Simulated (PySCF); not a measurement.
Ti(Cl)2(OH) (Cl2HOTi), SMILES [Cl][Ti+]([Cl])[OH], charge +1, multiplicity 1.

Geometry: B3LYP-D3(BJ)/def2-SVP. The spin state was assumed, not searched. The isomer is the one that the SMILES or the coordinates give; other isomers of the formula were not compared. One conformer was computed; it need not be the lowest.

Computed with HF/def2-TZVPD (PySCF).

Isolated molecule, no solvent.

### Question
Estimate the frontier levels, gap, dipole moment and polarisability. (The exact figures need the calculation; the answer reports its results.)

### Answer

| Quantity | Value |
|---|---|
| highest occupied level | -17.83 eV |
| lowest empty level | -6.13 eV |
| orbital gap | 11.70 eV |
| dipole moment about the centre of nuclear charge | 4.37 D |
| mean static polarisability | 54.6 bohr³ (8.09 Å³) |
| polarisability, principal values | 38.2, 57.3, 68.4 bohr³ |
